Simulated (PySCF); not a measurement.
## Do core-level shifts follow atomic charges?

SiHMe2(OiPr), C5H14OSi.
Geometry (PBE0-D3(BJ)/def2-SVP, Å), atoms numbered from 1 in this order:
```
atom  x, y, z in Å
Si1    0.626    1.265    0.017
H2     0.996    1.565    1.442
C3     2.141    0.591   -0.857
H4     2.959    1.330   -0.841
H5     1.916    0.354   -1.909
H6     2.513   -0.325   -0.372
C7    -0.039    2.789   -0.827
H8    -0.287    2.573   -1.878
H9     0.701    3.604   -0.809
H10   -0.953    3.141   -0.326
O11   -0.621    0.150    0.013
C12   -0.580   -1.097    0.678
C13   -0.386   -2.210   -0.339
C14   -1.861   -1.255    1.476
H15    0.274   -1.118    1.387
H16   -1.213   -2.201   -1.067
H17   -0.361   -3.196    0.150
H18    0.556   -2.076   -0.891
H19   -1.959   -0.441    2.209
H20   -2.729   -1.213    0.800
H21   -1.881   -2.216    2.013
```

Binding energies: delta-SCF UKS SCAN, pcX-2 on the ionised atom, pcseg-1 elsewhere, spin-free X2C in PySCF. Charges: PBE0/pcSseg-1 ground-state density, for the ionised atom.

```csv
atom,environment,C 1s (eV),Mulliken (e),IAO (e),Hirshfeld (e),ESP (e)
C3,carbon bonded to Si and 3 H,290.00,-0.659,-0.741,-0.219,-0.801
C13,carbon bonded to C and 3 H,290.43,-0.234,-0.417,-0.124,-0.577
C12,"carbon bonded to 2 C, O and H",291.99,-0.048,+0.116,+0.054,+0.702
```

Task: Give the correlation coefficient and slope of binding energy on charge for each scheme.

Result: ESP: r = 1.00, slope 1.3 eV per e; Hirshfeld: r = 0.99, slope 7.5 eV per e; IAO: r = 0.98, slope 2.4 eV per e; Mulliken: r = 0.86, slope 2.9 eV per e. On 3 points no scheme stands out.

Task: The point-charge model writes a binding energy as kq + V + constant, with V the potential of the other atoms' charges at the site. What does it give with the Mulliken charges?

Result: V = Σ 14.40 eV Å × q/r over all other atoms: +8.57 eV at C3, +2.86 eV at C13, -2.64 eV at C12. Fitting binding energy − V to q gives k = 20.4 eV per e and leaves an rms residual of 1.40 eV, against 0.44 eV for the fit on q alone. The model has no term for differences in relaxation between sites.

The structure is a single PBE0-D3(BJ)/def2-SVP conformer in the gas phase; no vibrational or solvent corrections.
